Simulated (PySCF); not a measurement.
These are B3LYP-D3(BJ)/def2-TZVP // B3LYP-D3(BJ)/def2-SVP run with PySCF 2.14.0 values and carry that method's errors. Gas-phase values, no solvent. One relaxed conformer stands for a flexible species; it need not be the lowest. B3LYP has the VWN-RPA correlation part, as in Gaussian. Delta-SCF ions had no search for a lower state. Excitations are Tamm–Dancoff values on a coarser integration grid. The basis has no diffuse functions, so Rydberg states are missing or too high.

Reference species (SMILES): `[Sn]([CH2]C)([CH2]C)([Br])[Br]` (C–C–Sn–Br torsion 165°, Br–Sn–C–C torsion -58°) (neutral, multiplicity 1).

```
Item                                      Value
--------------------------------------  -------
S1 excitation (TDA)                     5.10 eV
vertical ionisation energy (Delta-SCF)  9.18 eV
HOMO–LUMO gap                           5.81 eV
```

Changed species: `C[CH2][Sn]([CH2]C)([CH2]C)[CH2]C` (4 of 4 Br replaced by C2H5; the reference has 2 of 4 Br replaced by C2H5).

Task: What does the change do to the S1 excitation (TDA), vertical ionisation energy (Delta-SCF) and HOMO–LUMO gap?

Result: the S1 excitation (TDA) goes up by 1.15 eV, to 6.25 eV; the vertical ionisation energy (Delta-SCF) drops by 0.71 eV, to 8.47 eV; the HOMO–LUMO gap rises by 1.21 eV, to 7.02 eV.
